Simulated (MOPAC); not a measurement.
Input for MOPAC: AM1 on C2H7F (a complex), monomers drawn apart or pushed together.

```
AM1 1SCF PRECISE CHARGE=0 THREADS=1
C2H7F

C      0.02743030 1    -0.00824191 1     0.12951029 1
H     -0.21483922 1    -1.06688245 1     0.21922513 1
H     -0.37781956 1     0.53287977 1     0.98270348 1
H      1.10976027 1     0.11449448 1     0.09975830 1
H     -0.40412800 1     0.38253489 1    -0.79103829 1
C      0.12900787 1    -0.54614201 1     5.84972776 1
F     -0.55784718 1     0.65143404 1     5.68262933 1
H     -0.54894824 1    -1.37242734 1     5.63314865 1
H      0.97403503 1    -0.56494954 1     5.16116318 1
H      0.47978763 1    -0.60624241 1     6.88066498 1
```

Output:

```
*******************************************************************************
 **                                                                           **
 **                              MOPAC v23.2.5                                **
 **                                                                           **
 *******************************************************************************
 ** MOPAC's Digital Object Identifier: https://doi.org/10.5281/zenodo.6511958 **
 **                                                                           **
 ** Please cite the open-source release paper for use of this MOPAC version:  **
 ** J. E. Moussa and J. J. P. Stewart (2026)                                  **
 ** MOPAC: An open-source semiempirical molecular orbital program             **
 ** J. Open Source Softw., 11(119), 8025, https://doi.org/10.21105/joss.08025 **
 *******************************************************************************

                              AM1 CALCULATION RESULTS

 *******************************************************************************
 *  AM1        - The AM1 Hamiltonian to be used
 *
 *
 *
 *                 CHARGE ON SYSTEM = 0
 *
 *
 *
 *  PRECISE    - TIGHTER CRITERIA TO BE USED
 *  1SCF       - DO 1 SCF AND THEN STOP
 *  THREADS=1  - MULTI-THREADING NOT USED
 *  T=         - A TIME OF 172800.0 SECONDS REQUESTED
 *  DUMP=N     - RESTART FILE WRITTEN EVERY 7200.0 SECONDS REQUESTED
 *******************************************************************************
AM1 1SCF PRECISE CHARGE=0 THREADS=1
 C2H7F

   ATOM   CHEMICAL          X               Y               Z
  NUMBER   SYMBOL      (ANGSTROMS)     (ANGSTROMS)     (ANGSTROMS)

     1       C          0.02743030  *  -0.00824191  *   0.12951029  *
     2       H         -0.21483922  *  -1.06688245  *   0.21922513  *
     3       H         -0.37781956  *   0.53287977  *   0.98270348  *
     4       H          1.10976027  *   0.11449448  *   0.09975830  *
     5       H         -0.40412800  *   0.38253489  *  -0.79103829  *
     6       C          0.12900787  *  -0.54614201  *   5.84972776  *
     7       F         -0.55784718  *   0.65143404  *   5.68262933  *
     8       H         -0.54894824  *  -1.37242734  *   5.63314865  *
     9       H          0.97403503  *  -0.56494954  *   5.16116318  *
    10       H          0.47978763  *  -0.60624241  *   6.88066498  *



          CARTESIAN COORDINATES

    NO.       ATOM           X           Y           Z

     1         C          0.0274     -0.0082      0.1295
     2         H         -0.2148     -1.0669      0.2192
     3         H         -0.3778      0.5329      0.9827
     4         H          1.1098      0.1145      0.0998
     5         H         -0.4041      0.3825     -0.7910
     6         C          0.1290     -0.5461      5.8497
     7         F         -0.5578      0.6514      5.6826
     8         H         -0.5489     -1.3724      5.6331
     9         H          0.9740     -0.5649      5.1612
    10         H          0.4798     -0.6062      6.8807

  H: (AM1): M.J.S. DEWAR ET AL, J. AM. CHEM. SOC. 107 3902-3909 (1985)
  C: (AM1): M.J.S. DEWAR ET AL, J. AM. CHEM. SOC. 107 3902-3909 (1985)
  F: (AM1): M.J.S. DEWAR AND E. G. ZOEBISCH, THEOCHEM, 180, 1 (1988).

           Empirical Formula: C2 H7 F  =    10 atoms



      MOLECULAR POINT GROUP   :   C1


      RHF CALCULATION, NO. OF DOUBLY OCCUPIED LEVELS = 11


 -------------------------------------------------------------------------------
 AM1 1SCF PRECISE CHARGE=0 THREADS=1
 C2H7F



     1SCF WAS SPECIFIED, SO BFGS WAS NOT USED
     SCF FIELD WAS ACHIEVED


                              AM1 CALCULATION
                                                       MOPAC v23.2.5 Linux




          FINAL HEAT OF FORMATION =        -67.68712 KCAL/MOL =    -283.20291 KJ/MOL


          COSMO AREA              =        120.46 SQUARE ANGSTROMS
          COSMO VOLUME            =         87.33 CUBIC ANGSTROMS

          IONIZATION POTENTIAL    =         12.217987 EV
          HOMO LUMO ENERGIES (EV) =        -12.218  3.945
          NO. OF FILLED LEVELS    =         11
          MOLECULAR WEIGHT        =         50.0757         POINT GROUP:  C1

          MOLECULAR DIMENSIONS (Angstroms)

            Atom       Atom       Distance
            H    10    H     5     7.78550
            H     4    F     7     2.59630
            H     8    H     4     1.77365


          SCF CALCULATIONS        =          1





   ATOM   CHEMICAL          X               Y               Z
  NUMBER   SYMBOL      (ANGSTROMS)     (ANGSTROMS)     (ANGSTROMS)

     1       C          0.02743030  *  -0.00824191  *   0.12951029  *
     2       H         -0.21483922  *  -1.06688245  *   0.21922513  *
     3       H         -0.37781956  *   0.53287977  *   0.98270348  *
     4       H          1.10976027  *   0.11449448  *   0.09975830  *
     5       H         -0.40412800  *   0.38253489  *  -0.79103829  *
     6       C          0.12900787  *  -0.54614201  *   5.84972776  *
     7       F         -0.55784718  *   0.65143404  *   5.68262933  *
     8       H         -0.54894824  *  -1.37242734  *   5.63314865  *
     9       H          0.97403503  *  -0.56494954  *   5.16116318  *
    10       H          0.47978763  *  -0.60624241  *   6.88066498  *

                             CARTESIAN COORDINATES

   1    C        0.027430300    -0.008241910     0.129510290
   2    H       -0.214839220    -1.066882450     0.219225130
   3    H       -0.377819560     0.532879770     0.982703480
   4    H        1.109760270     0.114494480     0.099758300
   5    H       -0.404128000     0.382534890    -0.791038290
   6    C        0.129007870    -0.546142010     5.849727760
   7    F       -0.557847180     0.651434040     5.682629330
   8    H       -0.548948240    -1.372427340     5.633148650
   9    H        0.974035030    -0.564949540     5.161163180
  10    H        0.479787630    -0.606242410     6.880664980


           Empirical Formula: C2 H7 F  =    10 atoms



      MOLECULAR POINT GROUP   :   C1


                  EIGENVALUES
 -48.57013 -29.30822 -28.25665 -16.63288 -16.62721 -16.35029 -13.41580 -13.41318
 -13.40183 -12.22137 -12.21799   3.94496   3.94965   4.03999   4.63910   4.74954
   4.75280   4.78089   5.38958


              NET ATOMIC CHARGES AND DIPOLE CONTRIBUTIONS

  ATOM NO.   TYPE          CHARGE      No. of ELECS.   s-Pop       p-Pop
    1          C          -0.262560        4.2626     1.21740     3.04516
    2          H           0.064071        0.9359     0.93593
    3          H           0.068205        0.9318     0.93179
    4          H           0.064591        0.9354     0.93541
    5          H           0.065693        0.9343     0.93431
    6          C          -0.035295        4.0353     1.21945     2.81584
    7          F          -0.185062        7.1851     1.92549     5.25958
    8          H           0.073331        0.9267     0.92667
    9          H           0.073480        0.9265     0.92652
   10          H           0.073546        0.9265     0.92645
 DIPOLE           X         Y         Z       TOTAL
 POINT-CHG.     0.786    -1.371     0.201     1.593
 HYBRID         0.026    -0.045     0.001     0.052
 SUM            0.812    -1.416     0.202     1.645


          ATOMIC ORBITAL ELECTRON POPULATIONS

     Atom    s        px        py        pz
    1  C   1.21740   1.01453   1.01425   1.01638
    2  H   0.93593
    3  H   0.93179
    4  H   0.93541
    5  H   0.93431
    6  C   1.21945   0.96105   0.83690   1.01789
    7  F   1.92549   1.81393   1.47567   1.96998
    8  H   0.92667
    9  H   0.92652
   10  H   0.92645

 **********************
 *                    *
 * JOB ENDED NORMALLY *
 *                    *
 **********************




 == MOPAC DONE ==
```

The run finished.

Cost: around 0.020 core-seconds (rough).
